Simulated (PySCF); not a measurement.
ClHSSe. Atoms are numbered in the order given.

```xyz
4

Se    -0.0423     0.0740     0.6727
Cl     1.5039     0.8579    -0.7064
S     -1.4546    -0.9349    -0.6360
H     -0.8552    -2.1419    -0.6852
```

Geometry optimised at B3LYP-D3(BJ)/def2-TZVP. The values are those of a single conformer.

These are KT2/pcSseg-2 in PySCF values and carry that method's errors.

GIAO shieldings, no solvent; atoms alike by connectivity are averaged. δ = σ(ref) − σ: ⁷⁷Se against Me2Se (σ = 1704.9 ppm); ³⁵Cl against HCl (σ = 945.0 ppm); ³³S against H2S (σ = 720.7 ppm); ¹H against TMS (σ = 31.47 ppm), references at their B3LYP-D3(BJ)/def2-TZVP geometries, non-relativistic (without spin–orbit terms, shifts of atoms bonded to Cl or Br come out too high).

Task: Estimate the chemical shifts. (The exact figures need the calculation; the answer reports its results.)

Result: 
```csv
nucleus,atoms,count,δ (ppm)
⁷⁷Se,Se1,1,1359.2
³⁵Cl,Cl2,1,190.5
³³S,S3,1,296.8
¹H,H4,1,5.43
```
